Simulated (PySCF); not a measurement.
## How methods differ on the excitation energy of Si

Si [Ne] 3s2 3p2 (3P) → Si [Ne] 3s1 3p2 4s1 (5P), as a difference of total energies. Calculation: PySCF 2.14, in x2c-QZVPPall with one added diffuse shell each of s, p, d, f type (10s7p5d3f1g, 86 functions); the spin-free X2C one-electron Hamiltonian (Gaussian nucleus). Correlated levels: valence: [Ne] frozen; valence and next inner shell: 1s2 frozen. The calculations carry no spin-orbit coupling.

| method | excitation energy (eV) |
| --- | --- |
| UHF | 8.540 |
| LDA | 10.127 |
| PBE | 10.040 |
| PBE0 | 9.970 |
| r2SCAN | 9.750 |
| B97-3 | 10.299 |
| BP86 | 10.073 |
| M06-2X | 10.360 |
| M06-L | 10.359 |
| MP2 (valence) | 9.738 |
| SCS-MP2 (valence) | 10.119 |
| MP2 (valence and next inner shell) | 9.912 |
| SCS-MP2 (valence and next inner shell) | 10.251 |

Problem. How much does correlation contribute at MP2 (valence and next inner shell)?

Solution. 9.912 − (8.540) = 1.372 eV, measured against UHF.

The upper state lies above the first ionisation limit, but in LS coupling its spin forbids autoionisation to the ground ion. A Rydberg-like electron needs more diffuse functions than a valence basis has.

The promoted electron is Rydberg-like, and one or two diffuse shells describe it only roughly, which tends to raise the upper state.
